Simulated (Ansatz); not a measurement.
A CCSD(T) single point on CH$_{3}$BOS, SMILES `BSC=O`.

```yaml
crystal:
  periodic: [false, false, false]
  atoms:
    - {symbol: B, position_ang: [0.354122, -0.500087, -1.226592]}
    - {symbol: S, position_ang: [0.455911, -0.995806, 0.466036]}
    - {symbol: C, position_ang: [-0.313466, 0.423884, 1.271826]}
    - {symbol: O, position_ang: [-0.452409, 0.503597, 2.447576]}
    - {symbol: H, position_ang: [0.790714, -1.243938, -2.045443]}
    - {symbol: H, position_ang: [-0.141128, 0.550047, -1.504246]}
    - {symbol: H, position_ang: [-0.632445, 1.194402, 0.545143]}
basis:
  gaussian: {orbitals: def2-TZVPP}
correlation: {method: ccsd_t}
output: {orbitals: {seedname: orbitals}}
```

```sh
$ ansatz run in.yaml --threads 2 --pin off --events-out ev --progress --plain --max-ram 4352MiB
```

Output of Ansatz, abridged:

```
Functional definition: HF
1066 factors; integrals over basis functions are off by at most 1.2e-3 eV
mean field evaluation 1: about -14602.6686 eV, gradient 3.6e1 eV
mean field evaluation 2: about -14602.8957 eV, gradient 3.6e1 eV
mean field evaluation 4: about -14605.9100 eV, gradient 3.7e0 eV
mean field evaluation 8: about -14606.0038 eV, gradient 4.3e-1 eV
mean field evaluation 16: about -14606.0056 eV, gradient 1.3e-6 eV
mean field -14606.00558004 eV, -536.7608047601 hartree, gradient 1.3e-6 eV, S^2 0.000000; 0 other end points of the search recorded, 0 dependent functions left out
8 core orbitals not correlated: weight in the atoms' cores, before any rotation towards them, 1.000 or more for the frozen orbitals, at most 0.000 for the correlated occupied ones
reference -14606.00558004 eV, -536.7608047601 hartree; 11, 11 occupied and 158, 158 virtual orbitals, 1066 factors
second order -18.00066178 eV of doubles, -0.00000000 eV of singles
cycle   1  -18.15775340 eV  change   -1.6e-1 eV  update   1.2e-1
cycle   2  -18.68626233 eV  change   -5.3e-1 eV  update   3.8e-2
cycle   3  -18.83238856 eV  change   -1.5e-1 eV  update   2.2e-2
cycle   4  -18.81945195 eV  change    1.3e-2 eV  update   6.4e-3
cycle   5  -18.81552243 eV  change    3.9e-3 eV  update   3.2e-3
cycle   6  -18.81664819 eV  change   -1.1e-3 eV  update   1.0e-3
cycle   7  -18.81612321 eV  change    5.2e-4 eV  update   4.5e-4
cycle   8  -18.81597241 eV  change    1.5e-4 eV  update   1.4e-4
cycle   9  -18.81601865 eV  change   -4.6e-5 eV  update   6.8e-5
cycle  10  -18.81603003 eV  change   -1.1e-5 eV  update   2.3e-5
perturbative correction -0.89330585 eV, -0.0328283845 hartree
Total energy: -14625.71491591 eV, -537.4851094942 hartree
```

Run time 36 s (2 threads of an Arm Neoverse V1 on a shared host); peak host memory 1.6 GiB.

MP2 recovers 91.3 % of the CCSD(T) correlation energy and the triples give 4.5 %; T1 = 0.0176.
